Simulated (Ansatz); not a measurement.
`N[SiH](F)[SiH2]O` + `[OH][Al]1[CH2][CH2]1` → `O[SiH2][SiH](O)F` + `[NH2][Al]1[CH2][CH2]1`  (redistribution)

Gas-phase electronic energies from Ansatz, PBE0-D4/def2-TZVP geometries. CCSD(T)/CBS is the MP2 limit (def2-TZVPP, def2-QZVPP) plus CCSD(T) − MP2 in def2-TZVPP, frozen cores. Functionals use def2-TZVPP. HSE06 is defined as in plane-wave codes. Each species was taken in one conformer, which may not be the lowest.

| level | ΔE (kJ/mol) | difference from CCSD(T)/CBS |
| --- | --- | --- |
| LDA (SPW92) | -2.4 | -1.4 |
| BLYP-D4 | 0.9 | 1.9 |
| r2SCAN-D4 | -0.9 | 0.1 |
| B97M-V | -1.8 | -0.8 |
| PBE0-D4 | -0.2 | 0.8 |
| HSE06-D4 | -0.2 | 0.8 |
| BHLYP-D4 | -2.2 | -1.2 |
| ωB97M-V | -1.3 | -0.3 |
| B2PLYP | -0.8 | 0.2 |
| PBE | 0.9 | 1.9 |
| revPBE | 2.2 | 3.2 |
| PBE0 | -0.5 | 0.5 |
| r2SCAN0 | -1.7 | -0.7 |
| CAM-B3LYP | -2.2 | -1.2 |
| HF/def2-SVP | -2.6 | -1.6 |
| CCSD(T)/def2-TZVPP | -1.1 | -0.1 |
| CCSD(T)/CBS | -1.0 | 0 |

Problem. What do rigid-rotor, harmonic-oscillator terms from PBE0-D4/def2-TZVP frequencies (298.15 K, 1 bar) make of the CCSD(T)/CBS value? (Best estimate.)

Solution. Ansatz gave: ΔZPE = +0.7 kJ/mol, ΔH = -0.6 kJ/mol, ΔS = -10 J/(mol·K), ΔG = +2.3 kJ/mol. Modes under 50 cm⁻¹ make the entropy rough.

Largest T1 diagnostic among the species: 0.012.

Leaving LDA and LC-ωPBE aside and taking each functional with its dispersion term where it has one, the values, not all of them listed here, spread over 4.2 kJ/mol, from BHLYP-D4 to revPBE-D4. LDA lies −3.3 kJ/mol from PBE without D4. From BLYP to BHLYP (50 % exact exchange), in def2-TZVPP and without D4, ΔE moves by −3.1 kJ/mol.
